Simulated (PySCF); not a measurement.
## Radial density of Br (bromine, neutral)

UHF, [Ar] 3d10 4s2 4p4 5s1, 5s spin antiparallel (an excited configuration). Calculation: PySCF 2.14, in aug-cc-pV5Z-PP with ECP10MDF; scalar relativity through the core potential. This is the valence pseudo-density: the core potential removes the inner electrons and smooths the orbitals near the nucleus.

| r (bohr) | 4πr²ρ (e/bohr) | 4πr²(ρα − ρβ) |
| --- | --- | --- |
| 0.000601 | 2.829e-05 | 0.0000 |
| 0.00101 | 7.903e-05 | 0.0000 |
| 0.00170 | 0.0002168 | 0.0000 |
| 0.00286 | 0.0005775 | 0.0000 |
| 0.00481 | 0.001487 | 0.0000 |
| 0.00809 | 0.003591 | 0.0000 |
| 0.0136 | 0.007879 | 0.0000 |
| 0.0229 | 0.01518 | -0.0001 |
| 0.0385 | 0.02970 | -0.0001 |
| 0.0647 | 0.1253 | 0.0000 |
| 0.109 | 1.006 | 0.0004 |
| 0.183 | 6.226 | 0.0143 |
| 0.308 | 23.51 | 0.1491 |
| 0.518 | 33.15 | 0.1347 |
| 0.872 | 10.54 | 0.1332 |
| 1.47 | 4.471 | 1.2139 |
| 2.47 | 1.778 | 0.6470 |
| 4.15 | 0.3205 | -0.1812 |
| 6.98 | 0.1323 | -0.1318 |
| 11.7 | 0.0004027 | -0.0004 |

Energies and moments cover only the electrons outside the core potential. The outer electron is Rydberg-like, and this basis confines it to a smaller radius and binds it less than a complete one would. With the s spin flipped the determinant is a mixture of two multiplicities, not a spectroscopic state.
